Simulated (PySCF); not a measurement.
TaSF₃, singlet: computed properties

All numbers come from PySCF, PBE0, basis Ta def2-SVP with ECP60, S def2-SVP, F def2-SVP (scalar-relativistic core potentials, no spin–orbit coupling, density fitting).

The structure is a minimum.

Z-matrix (Å, degrees; charge 0 multiplicity 1):
```
Ta
S  1 2.1487
F  1 1.8663 2 107.52
F  1 1.8663 2 107.52 3 -120.00
F  1 1.8663 2 107.52 3 120.00
```

```
Point group                                                                   : C3v
Bond lengths                                                                  : Ta–F 1.866 Å (×3), Ta–S 2.149 Å
Bond angles                                                                   : F–Ta–F 111.4° (×3), F–Ta–S 107.5° (×3)
Rotational constants                                                          : 0.09338, 0.0672, 0.0672 cm⁻¹
Entropy at 298.15 K and 1 bar                                                 : 340.3 J/(mol K)
Zero-point energy                                                             : 21.5 kJ/mol
Lowest empty level                                                            : -2.25 eV
Enthalpy at 298.15 K above 0 K                                                : 19.03 kJ/mol
Dipole moment                                                                 : 1.64 D
Atomisation energy without zero-point energy                                  : 2391 kJ/mol
Highest occupied level                                                        : -8.42 eV
Rotational symmetry number                                                    : 3
Heat capacity Cp at 298.15 K                                                  : 87.1 J/(mol K)
Principal polarisabilities                                                    : 38.5, 38.5, 63.7 bohr³
Principal quadrupole moments (Buckingham, traceless) about the centre of mass : -0.24, -0.24, 0.48 D Å
```

Harmonic modes (masses in u: Ta 180.948, S 31.972, F 18.998):
| symmetry | ω (cm⁻¹) | IR (km/mol, summed over degenerate members) | type |
| --- | --- | --- | --- |
| e | 161 | 23.4 | bend |
| e | 193 | 0.8 | bend |
| a1 | 194 | 7.1 | bend |
| a1 | 566 | 56.2 | stretch |
| a1 | 708 | 87.4 | stretch |
| e | 713 | 238 | stretch |

In C3v the vibrations span 3e + 3a1.

Charges (e):
| atom | Mulliken | Löwdin | polar tensor | Mayer order to Ta1 |
| --- | --- | --- | --- | --- |
| Ta1 | 1.20 | 0.15 | 2.38 | – |
| S2 | -0.26 | 0.18 | -0.55 | 2.29 |
| F3,4,5 | -0.31 | -0.11 | -0.61 | 1.09 |

Mulliken populations on Ta1 (electrons outside its core potential): s 2.38, p 6.36, d 2.85, f 0.21.

Formally Ta is in oxidation state +5, d0. The polar-tensor charge on Ta, 2.38, is far below the formal one.

Stability towards spin polarisation was not tested. This need not be the most stable arrangement of these atoms. No spin–orbit coupling is included, which matters more the heavier the element.

The final relaxation and frequency run took 62 s on 2 threads of a shared Arm Neoverse N1 host, with 92 basis functions and 11 gradients; the process peaked at 1.2 GiB. Launch command: `OMP_NUM_THREADS=2 python axn.py task.json out`.
